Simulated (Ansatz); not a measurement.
methylsilylformaldehyde (C2H6OSi), SMILES C[SiH2]C=O. Atoms are numbered in the order given.

```xyz
10

C     -1.6808    -0.2732    -0.4895
Si    -0.3728     0.7302     0.4040
C      1.3269    -0.1609     0.1434
O      1.4063    -1.1862    -0.4964
H     -1.7027    -1.2994    -0.0912
H     -2.6832     0.1686    -0.3810
H     -1.4377    -0.3365    -1.5616
H     -0.2464     2.1221    -0.1261
H     -0.6183     0.8236     1.8755
H      2.2587     0.2867     0.5985
```
Charge 0, spin multiplicity 1.

Geometry optimised at B3LYP-D3(BJ)/def2-SVP. Other conformers were not sampled.

Two levels are set side by side: PBE-D3(BJ)/def2-SVP (Ansatz, a first-principles code) and B3LYP-D3(BJ)/def2-SVP (Ansatz). Each level has its own optimised geometry; the coordinates shown are those of the second. Differences are taken from unrounded values.

```tsv
quantity	B3LYP-D3(BJ)	PBE-D3(BJ)	PBE-D3(BJ) minus B3LYP-D3(BJ)
mean bond length (Å)	1.383	1.392	0.009
bond C1–Si2 (Å)	1.875	1.880	0.005
bond Si2–C3 (Å)	1.937	1.947	0.010
bond C3–O4 (Å)	1.211	1.220	0.008
bond C1–H5 (Å)	1.101	1.108	0.007
bond C1–H6 (Å)	1.101	1.108	0.007
bond C1–H7 (Å)	1.101	1.108	0.007
bond Si2–H8 (Å)	1.495	1.509	0.014
bond Si2–H9 (Å)	1.495	1.509	0.014
bond C3–H10 (Å)	1.129	1.140	0.011
```

GGA bonds tend to be longer and softer than those of functionals with exact exchange. Differences between two approximate levels are no errors against the true value.
